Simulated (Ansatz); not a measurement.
Relaxation of CH₉ClSi₃ (14 atoms, charge 0, multiplicity 1), to a largest force component of 0.015 eV/Å in at most 40 steps.

All numbers below come from RKS B3LYP/STO-3G (Ansatz).

```xyz
14
Properties=species:S:1:pos:R:3
Si -1.278 1.589 0.821
Si 0.712 0.639 1.151
Si 2.222 2.119 0.234
C 2.135 3.737 1.033
Cl 2.496 3.741 2.718
H -1.381 3.001 1.427
H -2.379 0.797 1.395
H -1.549 1.774 -0.656
H 0.768 -0.730 0.465
H 0.973 0.398 2.597
H 1.985 2.162 -1.236
H 3.628 1.529 0.416
H 1.033 4.212 0.881
H 2.753 4.467 0.497
```

Where does it end, and by what steps?

It converged. The force dipped under the threshold on the way, but the program's further checks kept it going. Limits of this set-up: minimal basis. After 9 steps the energy has fallen by 1.085 eV; H13 moved furthest, 0.35 Å.

```tsv
step	energy less start (eV)	largest force component (eV/Å)	accepted
0	0.0000	4.343	yes
1	-0.8986	1.705	yes
2	-1.0615	0.441	yes
3	-1.0786	0.181	yes
4	-1.0825	0.036	yes
5	-1.0842	0.045	yes
6	-1.0849	0.013	yes
7	-1.0851	0.013	yes
8	-1.0852	0.015	yes
9	-1.0852	0.014	yes
```

```xyz
14
Properties=species:S:1:pos:R:3
Si -1.438 1.521 0.861
Si 0.658 0.712 1.083
Si 2.270 2.049 0.227
C 2.233 3.809 0.938
Cl 2.370 3.827 2.792
H -1.577 2.809 1.500
H -2.403 0.623 1.452
H -1.782 1.686 -0.533
H 0.752 -0.565 0.408
H 0.946 0.460 2.477
H 2.122 2.219 -1.203
H 3.594 1.518 0.467
H 1.298 4.346 0.704
H 3.075 4.422 0.572
```

Whether the end is a true minimum wasn't checked by a vibrational analysis.

The run took 41 s on 1 thread of Arm Neoverse V1, with other jobs on the host, peak memory 0.13 GiB.
